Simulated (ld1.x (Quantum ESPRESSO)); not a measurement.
**gold, TM semilocal: configuration errors across variants**

```
Element                 : Au (Z = 79)
Generator               : ld1.x (Quantum ESPRESSO) 7.5
Type                    : norm-conserving Troullier–Martins (semilocal form)
Functional              : LDA (PZ)
Relativity              : scalar-relativistic
Frozen core             : [Xe] 4f14
Valence charge          : 11
Reference configuration : 5d10 6s1 6p0
Partial waves           : 6s (bound): rc 2.10 bohr; 5d (bound): rc 1.95 bohr; 6p (bound, empty): rc 3.25 bohr
Local potential         : the p channel
Core correction         : a·sin(br)/r model core, default radius (core density twice the valence density)
```

All-electron excitation energies from the reference (eV): (1) 5d10 6s0 6p0 9.774; (2) 5d9 6s0 6p0 31.275; (3) 5d8 6s0 6p0 65.442; (4) 5d9 6s2 6p0 1.601; (5) 5d10 6s0.5 6p0 3.947; (6) 5d9 6s1 6p0 12.374; (7) 5d7 6s0 6p0 113.441; (8) 5d10 6s1 6p0 spin -0.134; (9) 5d9 6s0 6p0 spin 31.134.

Spin tests fill each open shell by Hund’s rule, majority spin first.

A semilocal file is local in each channel, so a ghost entry of none says nothing of the separable form that plane-wave codes build from it.

The default core radius of the base comes out at 1.03 bohr.

Errors AE − PS in meV (a dash: test not solved or not reliable):

```tsv
change	(1)	(2)	(3)	(4)	(5)	(6)	(7)	(8)	(9)	bound ghosts
base	-15	-27	-145	-39	-4.1	-19	-466	+0.1	-23	none
core correction none	-6.4	+11	-8.5	-27	-2.2	-7.4	-109	+4.1	+103	none
core correction a·sin(br)/r model core inside 0.78 bohr	-15	-27	-145	-39	-4.1	-19	-467	+0.1	-26	none
core correction a·sin(br)/r model core inside 1.02 bohr	-15	-27	-145	-39	-4.1	-19	-466	+0.1	-23	none
core correction a·sin(br)/r model core inside 1.12 bohr	-15	-27	-145	-39	-4.1	-19	-465	+0.1	-21	none
core correction a·sin(br)/r model core inside 1.42 bohr	-14	-27	-141	-37	-3.9	-18	-448	+0.1	-4.3	none
core correction a·sin(br)/r model core inside 1.58 bohr	-14	-26	-135	-35	-3.8	-17	-422	+0.2	+12	none
core correction a·sin(br)/r model core inside 1.72 bohr	-13	-25	-127	-33	-3.7	-16	-395	+0.3	+25	none
core correction a·sin(br)/r model core inside 1.98 bohr	-13	-20	-102	-30	-3.5	-14	-318	+0.8	+52	none
core correction a·sin(br)/r model core inside 2.10 bohr	-12	-17	-91	-29	-3.4	-13	-288	+1.1	+60	none
```

**Question.** Give the same row for: core correction a·sin(br)/r model core inside 2.32 bohr.

**Answer.** -11, -11, -67, -28, -3.2, -11, -230, +1.9, +74; bound ghosts: none.
